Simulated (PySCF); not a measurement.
# Two-component Hartree-Fock for Sm⁴⁶⁺ (samarium, charge +46)

Start: [Ne] 3s2 3p4; 3p1/2 filled at m_j = -1/2, +1/2; 3p3/2 filled at m_j = +1/2, +3/2. Calculated with PySCF 2.14 in an uncontracted even-tempered set (18 s from 11 bohr⁻², ratio 2.4; 14 p from 15 bohr⁻², ratio 2.4; 4 d from 53 bohr⁻², ratio 2.6; 4 f from 79 bohr⁻², ratio 2.6): generalised Hartree-Fock with the X2C-1e Hamiltonian and a Gaussian nucleus; one run each with spin-orbit coupling (SO) switched off, then screened by Boettger's factors.

```tsv
spinor shell	electrons	ε, spin-free (eV)	ε, screened SO (eV)	weight of nominal j (screened SO)	rms radius, screened SO (bohr)
1s1/2	2	-50093.0	-50081.4	1.000	0.0259
2s1/2	2	-10705.1	-10700.3	1.000	0.103
2p1/2	2	-9874.9	-10309.8	1.000	0.0885
3s1/2	2	-4173.5	-4171.6	1.000	0.250
3p1/2	2	-3923.4	-4025.9	0.998	0.238
3p3/2	2	-3923.4	-3875.7	0.999	0.248
```

**Question.** Where does 2p3/2 lie, and what is the 2p spin-orbit splitting (screened SO)?

**Answer.** At -9682.8 eV, 626.92 eV above 2p1/2.

| quantity | spin-free | screened SO |
| --- | --- | --- |
| E (hartree) | -8438.17906 | -8447.32032 |
| M_J | 2 | 2 |
| ⟨J²⟩ | 6.000 | 6.001 |
| ⟨L²⟩ | 2.000 | 3.212 |
| ⟨S²⟩ | 2.000 | 1.420 |

Each row is a mean over spinors that exchange with the open shell spreads, by up to 31.970 eV (3s1/2).

Breit and QED terms are absent; they matter most for the inner s and p1/2 levels.

Densities and radii are taken from the X2C orbitals without a picture-change correction, which distorts them close to the nucleus.

Without spin-orbit coupling the j labels of p, d and f shells carry no meaning; the spin-free column gives the mean over the occupied spinors of each nl shell.
